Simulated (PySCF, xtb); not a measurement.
SnI, SMILES [Sn+][I] (connectivity only; charge and spin as stated), charge +1, multiplicity 1.

GFN2-xTB in xtb at its own geometry gives an orbital gap of 4.74 eV.

Geometry: B3LYP-D3(BJ)/def2-TZVP. The multiplicity is an assumed one; other spin states were not compared. The def2 effective core potentials stand for the cores of I, Sn; spin–orbit coupling is left out.

Question: What does r2SCAN/def2-TZVPD (PySCF) give? (Estimate from the structure and the level; the computed values follow.)

Answer: gap 3.37 eV (levels -12.66 and -9.28 eV).
